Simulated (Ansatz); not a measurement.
A structure relaxed at r2SCAN-D4/def2-SVP in Ansatz, charge 0, singlet:

```xyz
8

Al   -0.130    0.888    0.103
Al   -0.831   -1.064    1.599
Al    0.655   -1.547   -0.555
Li   -0.265    0.068   -2.495
Li    2.297    0.509   -1.104
Li   -0.035    3.276   -0.785
Li   -1.639    1.441    2.238
Li   -0.051   -3.571    0.999
```

**Question.** Give its formula.

**Answer.** the cluster Li₅Al₃ (the lowest singlet isomer of a short search).

**Question.** Summarise the bond lengths by kind (pairs closer than 1.2 times the sum of covalent radii, bridged metal pairs left out).

**Answer.** 9 × Al–Li 2.55 to 2.74 Å; 3 × Al–Al 2.56 to 2.66 Å; 1 × Li–Li 2.95 Å.

The restricted singlet is unstable towards broken spin symmetry in Hartree–Fock (as tested in another run); at r2SCAN-D4/def2-SVP this wasn't settled. Another isomer (singlet) lies 0.03 eV lower at PBE0-D4/def2-TZVP; other spin states weren't run for this one.
